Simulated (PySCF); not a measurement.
## [TaH6]3−: one run

[TaH6]3− (triplet). PySCF 2.14.0, UKS TPSS, Ta x2c-SVPall, H x2c-SVPall; spin-free X2C-1e, Gaussian nucleus; density fitting; C-PCM eps 78.36 (cavity of 1.2 × van der Waals radii, 2.4 Å on f atoms and on d metals without a tabulated radius); no spin-orbit coupling. Purpose: basis and core treatment x2c-SVP.

```python
mol = gto.M(atom='''
Ta    -0.03829     0.00000    -0.00000
H      1.46255    -0.00000     1.16020
H     -0.67743     1.30430     1.26764
H     -0.67744    -1.30429     1.26764
H      1.46255    -0.00000    -1.16020
H     -0.67743     1.30430    -1.26764
H     -0.67744    -1.30429    -1.26764''',
    basis={'Ta': 'x2c-SVPall', 'H': 'x2c-SVPall'},
    nucmod='G',
    charge=-3, spin=2)
mf = dft.UKS(mol, xc='TPSS')
mf.grids.atom_grid = (99, 590)
mf = mf.density_fit()  # fitting sets: Ta AutoAux, H AutoAux
mf = mf.sfx2c1e()
mf = mf.PCM(); mf.with_solvent.method = 'C-PCM'  # radii 1.2 x van der Waals (1.2 x 2.0 A for f atoms and untabulated d metals)
mf.with_solvent.eps = 78.36
mf.conv_tol = 1e-08; mf.max_cycle = 55
mf.kernel(dm0)  # dm0: free metal ions and neutral atoms
mf.nuc_grad_method().kernel()
```

Run from Python with OMP_NUM_THREADS=2; the lines above give its settings. Where DIIS fails, smearing, a level shift and second-order steps follow.
It took 61 s on 2 threads of Intel(R) Xeon(R) 6975P-C (Granite Rapids), on a shared host.

Question: Where do the frontier levels lie, over both spins?

Answer: HOMO -1.88 eV, LUMO -1.08 eV. 

Question: What are the Mulliken charges and spins?

Answer: 
| atom | charge (e) | spin (e) |
| --- | --- | --- |
| Ta1 | -1.462 | 2.335 |
| H2 | -0.216 | -0.067 |
| H3 | -0.277 | -0.050 |
| H4 | -0.277 | -0.050 |
| H5 | -0.216 | -0.067 |
| H6 | -0.277 | -0.050 |
| H7 | -0.277 | -0.050 |

Question: What forces act on the atoms (eV/Å)?

Answer: 
```
Ta   0.08  0.00  0.00
H   -0.24  0.00 -0.17
H    0.10 -0.19 -0.17
H    0.10  0.19 -0.17
H   -0.24  0.00  0.17
H    0.10 -0.19  0.17
H    0.10  0.19  0.17
```
Forces carry noise of the integration grid, about 0.01 to 0.03 eV/Å.

Open shells may have lower solutions than the one found.
